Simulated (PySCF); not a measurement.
OV, SMILES [O]=[V] (connectivity only; charge and spin as stated), neutral, multiplicity 4. Geometry: PBE-D3(BJ)/def2-TZVPD. The multiplicity is an assumed one; other spin states were not compared.

Method: PBE-D3(BJ)/def2-TZVPD (PySCF).

Harmonic wavenumbers (cm⁻¹): 1024. Rotational constants (GHz): 16.52 (linear); symmetry number 1.

### Question
Work out the zero-point energy and the ideal-gas rigid-rotor harmonic-oscillator thermochemistry at 298.15 K and 1 atm.

### Answer
ZPE = ½ Σ hcν = ½ × 1024 cm⁻¹ = 6.13 kJ/mol. H − E(el) = 14.89 kJ/mol. Entropy in J/(mol K): translation 161.17, rotation 57.62, vibration 0.35, spin 11.53, total 230.67. G − E(el) = -53.88 kJ/mol. Cp = 30.57 J/(mol K).
